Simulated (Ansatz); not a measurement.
Ansatz (an electronic-structure program) job for Ge(F)(Cl)(OH)2 (ClFGeH2O2), SMILES [F][Ge]([OH])([OH])[Cl], B3LYP-D3(BJ)/def2-SVP. 

Ansatz 0.2 input:
```yaml
crystal:
  periodic: [false, false, false]
  atoms:
    - {symbol: O, position_ang: [-0.37110214, 1.73765088, 0.44108997]}
    - {symbol: Ge, position_ang: [-0.18097807, 0.05870958, 0.11465747]}
    - {symbol: O, position_ang: [-1.64631815, -0.56779527, -0.48698226]}
    - {symbol: F, position_ang: [0.07821469, -0.66248883, 1.69574666]}
    - {symbol: Cl, position_ang: [1.37287541, -0.41850688, -1.14521708]}
    - {symbol: H, position_ang: [0.33053722, 2.19184785, 0.90555326]}
    - {symbol: H, position_ang: [-2.44269085, -0.35238302, -0.00048371]}
basis:
  gaussian:
    orbitals: def2-SVP
hamiltonian:
  xc: b3lyp
  dispersion: d3bj
relax: {f_tol: 0.002, max_steps: 200}
```

Output:

```
WARN ansatz: RAYON_NUM_THREADS=1 ignored (pool sized by the plan → 1); use --threads N
Functional definition: B3LYP
integrals: 0.05 GiB planned
1028 factors; integrals over basis functions are off by at most 3.0e-4 eV
mean field: 0.51 GiB planned
mean field evaluation 1: about -75862.9469 eV, gradient 7.8e1 eV
mean field evaluation 2: about -75843.4772 eV, gradient 1.3e2 eV
mean field evaluation 4: about -75872.7029 eV, gradient 5.8e0 eV
mean field evaluation 8: about -75872.7676 eV, gradient 6.2e-2 eV
mean field evaluation 16: about -75872.7676 eV, gradient 1.6e-5 eV
mean field -75872.76758281 eV, -2788.2727802594 hartree, gradient 1.6e-5 eV, S^2 0.000000; 0 other end points of the search recorded, 0 dependent functions left out
the calculation of the forces begins
reference -75872.76778670 eV, -2788.2727877521 hartree; 38, 38 occupied and 64, 64 virtual orbitals, 1028 factors
relax step   1: F+E_penalty+E_count = -75873.02581507 eV  Δ(F+E_penalty+E_count) = +0.000e0 eV  max|allowed force component| = 2.117e0 eV/Å  Δτ_max = 0.0000 Å  (27 SCF iters, accepted)
these checks for a lower state are left out or cut short: starts, cluster_reference, orbital_swaps, neighbouring_geometries, increment
integrals: 0.05 GiB planned
1028 factors; integrals over basis functions are off by at most 3.1e-4 eV
mean field: 0.51 GiB planned
mean field -75872.89201785 eV, -2788.2773531628 hartree, gradient 1.6e-5 eV, S^2 0.000000; 0 other end points of the search recorded, 0 dependent functions left out
the calculation of the forces begins
reference -75872.89222251 eV, -2788.2773606837 hartree; 38, 38 occupied and 64, 64 virtual orbitals, 1028 factors
relax step   2: F+E_penalty+E_count = -75873.14642581 eV  Δ(F+E_penalty+E_count) = -1.206e-1 eV  max|allowed force component| = 6.570e-1 eV/Å  Δτ_max = 0.0486 Å  (29 SCF iters, accepted)
these checks for a lower state are left out or cut short: starts, cluster_reference, orbital_swaps, neighbouring_geometries, increment
integrals: 0.05 GiB planned
1028 factors; integrals over basis functions are off by at most 3.1e-4 eV
mean field: 0.51 GiB planned
mean field -75872.90937067 eV, -2788.2779908670 hartree, gradient 8.8e-5 eV, S^2 0.000000; 0 other end points of the search recorded, 0 dependent functions left out
the calculation of the forces begins
reference -75872.90957526 eV, -2788.2779983857 hartree; 38, 38 occupied and 64, 64 virtual orbitals, 1028 factors
relax step   3: F+E_penalty+E_count = -75873.16379810 eV  Δ(F+E_penalty+E_count) = -1.737e-2 eV  max|allowed force component| = 2.499e-1 eV/Å  Δτ_max = 0.0191 Å  (27 SCF iters, accepted)
these checks for a lower state are left out or cut short: starts, cluster_reference, orbital_swaps, neighbouring_geometries, increment
integrals: 0.05 GiB planned
1028 factors; integrals over basis functions are off by at most 3.1e-4 eV
mean field: 0.51 GiB planned
mean field evaluation 32: about -75872.9146 eV, gradient 1.9e-5 eV
mean field -75872.91463803 eV, -2788.2781844389 hartree, gradient 9.0e-5 eV, S^2 0.000000; 0 other end points of the search recorded, 0 dependent functions left out
the calculation of the forces begins
reference -75872.91484248 eV, -2788.2781919524 hartree; 38, 38 occupied and 64, 64 virtual orbitals, 1028 factors
relax step   4: F+E_penalty+E_count = -75873.16924935 eV  Δ(F+E_penalty+E_count) = -5.451e-3 eV  max|allowed force component| = 9.229e-2 eV/Å  Δτ_max = 0.0239 Å  (27 SCF iters, accepted)
these checks for a lower state are left out or cut short: starts, cluster_reference, orbital_swaps, neighbouring_geometries, increment
integrals: 0.05 GiB planned
1028 factors; integrals over basis functions are off by at most 3.1e-4 eV
mean field: 0.51 GiB planned
mean field -75872.91593933 eV, -2788.2782322609 hartree, gradient 8.8e-6 eV, S^2 0.000000; 0 other end points of the search recorded, 0 dependent functions left out
the calculation of the forces begins
reference -75872.91614348 eV, -2788.2782397631 hartree; 38, 38 occupied and 64, 64 virtual orbitals, 1028 factors
relax step   5: F+E_penalty+E_count = -75873.17098680 eV  Δ(F+E_penalty+E_count) = -1.737e-3 eV  max|allowed force component| = 7.867e-2 eV/Å  Δτ_max = 0.0198 Å  (30 SCF iters, accepted)
these checks for a lower state are left out or cut short: starts, cluster_reference, orbital_swaps, neighbouring_geometries, increment
integrals: 0.05 GiB planned
1028 factors; integrals over basis functions are off by at most 3.1e-4 eV
mean field: 0.51 GiB planned
mean field -75872.91633677 eV, -2788.2782468666 hartree, gradient 8.9e-6 eV, S^2 0.000000; 0 other end points of the search recorded, 0 dependent functions left out
the calculation of the forces begins
reference -75872.91654081 eV, -2788.2782543650 hartree; 38, 38 occupied and 64, 64 virtual orbitals, 1028 factors
relax step   6: F+E_penalty+E_count = -75873.17145486 eV  Δ(F+E_penalty+E_count) = -4.681e-4 eV  max|allowed force component| = 2.542e-2 eV/Å  Δτ_max = 0.0162 Å  (30 SCF iters, accepted)
these checks for a lower state are left out or cut short: starts, cluster_reference, orbital_swaps, neighbouring_geometries, increment
integrals: 0.05 GiB planned
1028 factors; integrals over basis functions are off by at most 3.1e-4 eV
mean field: 0.51 GiB planned
mean field -75872.91656827 eV, -2788.2782553738 hartree, gradient 8.8e-6 eV, S^2 0.000000; 0 other end points of the search recorded, 0 dependent functions left out
the calculation of the forces begins
reference -75872.91677226 eV, -2788.2782628704 hartree; 38, 38 occupied and 64, 64 virtual orbitals, 1028 factors
relax step   7: F+E_penalty+E_count = -75873.17170393 eV  Δ(F+E_penalty+E_count) = -2.491e-4 eV  max|allowed force component| = 2.484e-2 eV/Å  Δτ_max = 0.0117 Å  (30 SCF iters, accepted)
these checks for a lower state are left out or cut short: starts, cluster_reference, orbital_swaps, neighbouring_geometries, increment
integrals: 0.05 GiB planned
1028 factors; integrals over basis functions are off by at most 3.1e-4 eV
mean field: 0.51 GiB planned
mean field -75872.91702312 eV, -2788.2782720894 hartree, gradient 9.7e-6 eV, S^2 0.000000; 0 other end points of the search recorded, 0 dependent functions left out
the calculation of the forces begins
reference -75872.91722712 eV, -2788.2782795861 hartree; 38, 38 occupied and 64, 64 virtual orbitals, 1028 factors
relax step   8: F+E_penalty+E_count = -75873.17214075 eV  Δ(F+E_penalty+E_count) = -4.368e-4 eV  max|allowed force component| = 1.011e-1 eV/Å  Δτ_max = 0.0366 Å  (29 SCF iters, accepted)
these checks for a lower state are left out or cut short: starts, cluster_reference, orbital_swaps, neighbouring_geometries, increment
integrals: 0.05 GiB planned
1028 factors; integrals over basis functions are off by at most 3.1e-4 eV
mean field: 0.51 GiB planned
mean field evaluation 64: about -75872.9176 eV, gradient 9.2e-2 eV
mean field -75872.91763284 eV, -2788.2782944963 hartree, gradient 9.5e-6 eV, S^2 0.000000; 0 other end points of the search recorded, 0 dependent functions left out
the calculation of the forces begins
reference -75872.91783691 eV, -2788.2783019957 hartree; 38, 38 occupied and 64, 64 virtual orbitals, 1028 factors
relax step   9: F+E_penalty+E_count = -75873.17256210 eV  Δ(F+E_penalty+E_count) = -4.214e-4 eV  max|allowed force component| = 1.949e-2 eV/Å  Δτ_max = 0.0380 Å  (30 SCF iters, accepted)
these checks for a lower state are left out or cut short: starts, cluster_reference, orbital_swaps, neighbouring_geometries, increment
integrals: 0.05 GiB planned
1028 factors; integrals over basis functions are off by at most 3.1e-4 eV
mean field: 0.51 GiB planned
mean field -75872.91773456 eV, -2788.2782982344 hartree, gradient 9.0e-5 eV, S^2 0.000000; 0 other end points of the search recorded, 0 dependent functions left out
the calculation of the forces begins
reference -75872.91793857 eV, -2788.2783057314 hartree; 38, 38 occupied and 64, 64 virtual orbitals, 1028 factors
relax step  10: F+E_penalty+E_count = -75873.17274586 eV  Δ(F+E_penalty+E_count) = -1.838e-4 eV  max|allowed force component| = 2.657e-2 eV/Å  Δτ_max = 0.0201 Å  (27 SCF iters, accepted)
these checks for a lower state are left out or cut short: starts, cluster_reference, orbital_swaps, neighbouring_geometries, increment
integrals: 0.05 GiB planned
1028 factors; integrals over basis functions are off by at most 3.1e-4 eV
mean field: 0.51 GiB planned
mean field -75872.91779365 eV, -2788.2783004057 hartree, gradient 9.0e-5 eV, S^2 0.000000; 0 other end points of the search recorded, 0 dependent functions left out
the calculation of the forces begins
reference -75872.91799762 eV, -2788.2783079016 hartree; 38, 38 occupied and 64, 64 virtual orbitals, 1028 factors
relax step  11: F+E_penalty+E_count = -75873.17280561 eV  Δ(F+E_penalty+E_count) = -5.975e-5 eV  max|allowed force component| = 3.434e-2 eV/Å  Δτ_max = 0.0206 Å  (27 SCF iters, accepted)
these checks for a lower state are left out or cut short: starts, cluster_reference, orbital_swaps, neighbouring_geometries, increment
integrals: 0.05 GiB planned
1028 factors; integrals over basis functions are off by at most 3.1e-4 eV
mean field: 0.51 GiB planned
mean field -75872.91783194 eV, -2788.2783018130 hartree, gradient 1.5e-5 eV, S^2 0.000000; 0 other end points of the search recorded, 0 dependent functions left out
the calculation of the forces begins
reference -75872.91803590 eV, -2788.2783093085 hartree; 38, 38 occupied and 64, 64 virtual orbitals, 1028 factors
relax step  12: F+E_penalty+E_count = -75873.17283734 eV  Δ(F+E_penalty+E_count) = -3.173e-5 eV  max|allowed force component| = 3.431e-3 eV/Å  Δτ_max = 0.0022 Å  (24 SCF iters, accepted)
these checks for a lower state are left out or cut short: starts, cluster_reference, orbital_swaps, neighbouring_geometries, increment
integrals: 0.05 GiB planned
1028 factors; integrals over basis functions are off by at most 3.1e-4 eV
mean field: 0.51 GiB planned
mean field -75872.91782381 eV, -2788.2783015143 hartree, gradient 2.2e-5 eV, S^2 0.000000; 0 other end points of the search recorded, 0 dependent functions left out
the calculation of the forces begins
reference -75872.91802777 eV, -2788.2783090094 hartree; 38, 38 occupied and 64, 64 virtual orbitals, 1028 factors
relax step  13: F+E_penalty+E_count = -75873.17284161 eV  Δ(F+E_penalty+E_count) = -4.270e-6 eV  max|allowed force component| = 2.865e-3 eV/Å  Δτ_max = 0.0026 Å  (23 SCF iters, accepted)
these checks for a lower state are left out or cut short: starts, cluster_reference, orbital_swaps, neighbouring_geometries, increment
integrals: 0.05 GiB planned
1028 factors; integrals over basis functions are off by at most 3.1e-4 eV
mean field: 0.51 GiB planned
mean field -75872.91781139 eV, -2788.2783010576 hartree, gradient 8.5e-5 eV, S^2 0.000000; 0 other end points of the search recorded, 0 dependent functions left out
the calculation of the forces begins
reference -75872.91801534 eV, -2788.2783085526 hartree; 38, 38 occupied and 64, 64 virtual orbitals, 1028 factors
relax step  14: F+E_penalty+E_count = -75873.17284159 eV  Δ(F+E_penalty+E_count) = +2.183e-8 eV  max|allowed force component| = 2.258e-3 eV/Å  Δτ_max = 0.0018 Å  (21 SCF iters, rejected (line search))
these checks for a lower state are left out or cut short: starts, cluster_reference, orbital_swaps, neighbouring_geometries, increment
integrals: 0.05 GiB planned
1028 factors; integrals over basis functions are off by at most 3.1e-4 eV
mean field: 0.51 GiB planned
mean field evaluation 96: about -75872.9178 eV, gradient 7.5e-2 eV
mean field -75872.91782009 eV, -2788.2783013776 hartree, gradient 3.0e-5 eV, S^2 0.000000; 0 other end points of the search recorded, 0 dependent functions left out
the calculation of the forces begins
reference -75872.91802404 eV, -2788.2783088727 hartree; 38, 38 occupied and 64, 64 virtual orbitals, 1028 factors
relax step  15: F+E_penalty+E_count = -75873.17284236 eV  Δ(F+E_penalty+E_count) = -7.453e-7 eV  max|allowed force component| = 3.628e-4 eV/Å  Δτ_max = 0.0009 Å  (20 SCF iters, accepted)
integrals: 0.05 GiB planned
1028 factors; integrals over basis functions are off by at most 3.1e-4 eV
mean field: 0.51 GiB planned
mean field -75872.91782009 eV, -2788.2783013776 hartree, gradient 3.0e-5 eV, S^2 0.000000; 1 other end points of the search recorded, 0 dependent functions left out
the calculation of the forces begins
reference -75872.91802404 eV, -2788.2783088726 hartree; 38, 38 occupied and 64, 64 virtual orbitals, 1028 factors
Total energy: -75873.17304631 eV, -2788.2876807679 hartree
Atom 0 at    -0.428206     1.754543     0.423983 Å, force    -0.000120    -0.000004    -0.000075 eV/Å
Atom 1 at    -0.193130     0.032074     0.170434 Å, force     0.000117    -0.000363     0.000048 eV/Å
Atom 2 at    -1.678079    -0.648098    -0.452574 Å, force    -0.000057     0.000066     0.000169 eV/Å
Atom 3 at     0.215130    -0.667403     1.703515 Å, force    -0.000027     0.000081    -0.000187 eV/Å
Atom 4 at     1.400721    -0.449172    -1.163778 Å, force    -0.000034     0.000168     0.000129 eV/Å
Atom 5 at     0.282755     2.167796     0.934370 Å, force     0.000137     0.000028     0.000013 eV/Å
Atom 6 at    -2.458653    -0.202706    -0.091585 Å, force    -0.000017     0.000023    -0.000097 eV/Å
Dipole moment:    -0.111293     0.385562     0.134036 e Å
```

The run converged.

Cost: around 60 core-seconds (rough).
